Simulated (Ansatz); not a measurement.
Program: Ansatz. Geometries: PBE0-D4/def2-TZVP. ΔE: electronic, gas phase. CBS: MP2 limit from def2 TZ/QZ plus the TZ coupled-cluster correction, frozen cores. Double bonds are as drawn, so ΔE can hold a change between cis and trans. Functionals use def2-TZVPP. Elements past krypton have def2 core potentials. For Br, In outer-core shells are correlated without core-valence functions, which leaves a few kJ/mol of doubt a bond. Scalar relativity is left out up to krypton. One conformer a species, not always the lowest.

`[OH][In]([F])[Br]` + `CO/C=C/Cl` → `[OH][In]([Cl])[Br]` + `CO/C=C/F`  (formal exchange of groups at the In–F bond)

(1) Is it downhill or uphill in electronic energy at CCSD(T)/CBS, and by how much? (Best estimate.)

(2) What do these levels give: PBE-D4, r2SCAN-D4, PBE0-D4, ωB97X-V, ωB97M-V, B2PLYP, r2SCAN, CCSD/def2-TZVPP, CCSD(T)/def2-TZVPP, HF/def2-QZVPP, SCS-MP2/def2-QZVPP, CCSD/CBS(def2)? (An estimate is asked.)

Largest T1 diagnostic among the species: 0.014.

## Answers

(1) Computed: Downhill: ΔE = -0.38 eV.

(2) Computed: PBE-D4 -0.38, r2SCAN-D4 -0.43, PBE0-D4 -0.46, ωB97X-V -0.43, ωB97M-V -0.46, B2PLYP -0.40, r2SCAN -0.43, CCSD/def2-TZVPP -0.46, CCSD(T)/def2-TZVPP -0.43, HF/def2-QZVPP -0.56, SCS-MP2/def2-QZVPP -0.34, CCSD/CBS(def2) -0.41 eV.

In def2-TZVPP, CCSD(T) changes the Hartree–Fock value by +0.16 eV (the triples alone add +0.03 eV) and MP2 by +0.22 eV. From PBE to PBE0 (25 % exact exchange), in def2-TZVPP and without D4, ΔE moves by −0.08 eV.
